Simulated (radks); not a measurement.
Values are calculated unless marked as measured or tabulated.
Q: Coherent X-ray form factor from a spherical all-electron density. Code: a radial shooting solver on a logarithmic mesh with Libxc functionals. Model: Dirac Kohn-Sham, BLYP, spin-unpolarised, spherical densities, finite nucleus; Fermi nuclear charge, rms radius of each element as measured or else 0.836 A^(1/3) + 0.57 fm.

sin(theta)/lambda (1/angstrom),f0 (electrons)
0.05,68.541
0.1,67.213
0.15,65.144
0.2,62.518
0.25,59.538
0.3,56.389
0.4,50.153
0.5,44.517
0.6,39.661
0.8,31.930
1,26.142
1.25,21.039
1.5,17.775
2,14.051

The species is in the configuration that NIST lists as its ground one. Which atom or ion scatters so?

A: The rhenium ion Re6+, [Xe] 4f14 5d1. Extrapolating in s^2 from the first two rows gives f0(0) = 69.0, near the electron count 69; among species with that count, the fall with angle is slower the higher Z, and the table is that of Z = 75; from so few rows the species is fixed only to a neighbour or two.
